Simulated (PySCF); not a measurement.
## 1,4-bis(methylsulfanyl)benzene, C₈H₁₀S₂

Molfile (atoms numbered from 1):
```
C8H10S2
     RDKit          3D

 20 20  0  0  0  0  0  0  0  0999 V2000
   -4.0336   -0.0014   -0.1222 C   0  0  0  0  0  0  0  0  0  0  0  0
   -2.8989   -1.1237   -0.9484 S   0  0  0  0  0  0  0  0  0  0  0  0
   -1.3153   -0.4732   -0.5283 C   0  0  0  0  0  0  0  0  0  0  0  0
   -1.0981    0.6415    0.2914 C   0  0  0  0  0  0  0  0  0  0  0  0
    0.1942    1.0755    0.5643 C   0  0  0  0  0  0  0  0  0  0  0  0
    1.3099    0.4155    0.0333 C   0  0  0  0  0  0  0  0  0  0  0  0
    2.8960    1.0595    0.4533 S   0  0  0  0  0  0  0  0  0  0  0  0
    4.0243   -0.0288   -0.4255 C   0  0  0  0  0  0  0  0  0  0  0  0
    1.0925   -0.6999   -0.7852 C   0  0  0  0  0  0  0  0  0  0  0  0
   -0.1998   -1.1330   -1.0596 C   0  0  0  0  0  0  0  0  0  0  0  0
   -3.9133   -0.0266    0.9711 H   0  0  0  0  0  0  0  0  0  0  0  0
   -5.0407   -0.3616   -0.3725 H   0  0  0  0  0  0  0  0  0  0  0  0
   -3.9279    1.0303   -0.4890 H   0  0  0  0  0  0  0  0  0  0  0  0
   -1.9356    1.1865    0.7284 H   0  0  0  0  0  0  0  0  0  0  0  0
    0.3393    1.9487    1.2059 H   0  0  0  0  0  0  0  0  0  0  0  0
    3.9491   -1.0685   -0.0739 H   0  0  0  0  0  0  0  0  0  0  0  0
    5.0323    0.3457   -0.2010 H   0  0  0  0  0  0  0  0  0  0  0  0
    3.8684    0.0129   -1.5137 H   0  0  0  0  0  0  0  0  0  0  0  0
    1.9301   -1.2462   -1.2205 H   0  0  0  0  0  0  0  0  0  0  0  0
   -0.3449   -2.0052   -1.7025 H   0  0  0  0  0  0  0  0  0  0  0  0
  1  2  1  0
  2  3  1  0
  3  4  1  0
  4  5  2  0
  5  6  1  0
  6  7  1  0
  7  8  1  0
  6  9  2  0
  9 10  1  0
 10  3  2  0
  1 11  1  0
  1 12  1  0
  1 13  1  0
  4 14  1  0
  5 15  1  0
  8 16  1  0
  8 17  1  0
  8 18  1  0
  9 19  1  0
 10 20  1  0
M  END
```

Method used: TDDFT CAM-B3LYP/aug-cc-pVDZ excited states, vertical, gas phase in PySCF. Geometry: PBE0-D3(BJ)/def2-SVP.

Question: Give the one- and two-photon strengths of the lowest singlets.

Answer: δ for parallel linear polarisation; σ at the peak of a Lorentzian of half width 0.1 eV, single beam; Ω is circular over linear.
| state | E (eV) | f | photon λ (nm) | δ (au) | σ (GM) | Ω | main |
| --- | --- | --- | --- | --- | --- | --- | --- |
| S1 | 4.43 | 0.028 | 559 | <0.1 | 0.00 | – | HOMO→LUMO+2 0.76, HOMO→LUMO+3 0.14 |
| S2 | 4.85 | 0.415 | 511 | 3.8 | 0.03 | 1.50 | HOMO→LUMO+3 0.67, HOMO→LUMO+2 0.17 |
| S3 | 4.89 | 0.014 | 507 | 115 | 1.01 | 1.50 | HOMO→LUMO 0.77 |
| S4 | 4.99 | 0.000 | 497 | 0.52 | 0.01 | 0.59 | HOMO→LUMO+1 0.74, HOMO→LUMO+15 0.09 |
| S5 | 5.15 | 0.000 | 482 | 19.5 | 0.19 | 1.50 | HOMO→LUMO+5 0.57, HOMO→LUMO+12 0.17 |
| S6 | 5.43 | 0.019 | 457 | 0.27 | 0.00 | 1.33 | HOMO→LUMO+4 0.81 |

Among these, the strongest one-photon state is S2, the strongest two-photon state S3, with a dipole change of 1.1 D (relaxed, norm of the difference vector).
